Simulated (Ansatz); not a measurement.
Start from `C=N[SiH](N)O` and change one atom or group to get `[NH2][GeH2][SiH](N)O`.

Ansatz, PBE0-D4/def2-TZVP geometries, multiplicity 1. Each molecule was computed in one conformer, which needn't be the lowest.

Scalar relativity is left out up to krypton.

```json
{"property": "size of the dipole moment (ωB97M-V/def2-TZVPP) / D", "`C=N[SiH](N)O`": "1.55"}
{"property": "LUMO energy (PBE/def2-TZVPP) / eV", "`C=N[SiH](N)O`": "-1.85"}
{"property": "HOMO–LUMO gap (PBE/def2-TZVPP) / eV", "`C=N[SiH](N)O`": "3.69"}
{"property": "LUMO energy (ωB97M-V/def2-TZVPP) / eV", "`C=N[SiH](N)O`": "1.46"}
{"property": "size of the dipole moment (PBE/def2-TZVPP) / D", "`C=N[SiH](N)O`": "1.59"}
{"property": "LUMO energy (PBE0/def2-TZVPP) / eV", "`C=N[SiH](N)O`": "-0.74"}
```

Q: Give the same properties after the change, and the shifts. (Estimate.)

A: Ansatz gave: 
| property | `[NH2][GeH2][SiH](N)O` | shift |
| --- | --- | --- |
| size of the dipole moment (ωB97M-V/def2-TZVPP) / D | 2.67 | 1.12 |
| LUMO energy (PBE/def2-TZVPP) / eV | -0.55 | 1.30 |
| HOMO–LUMO gap (PBE/def2-TZVPP) / eV | 4.99 | 1.30 |
| LUMO energy (ωB97M-V/def2-TZVPP) / eV | 1.82 | 0.36 |
| size of the dipole moment (PBE/def2-TZVPP) / D | 2.56 | 0.97 |
| LUMO energy (PBE0/def2-TZVPP) / eV | 0.27 | 1.01 |

Dipoles are sizes alone; their direction can turn.
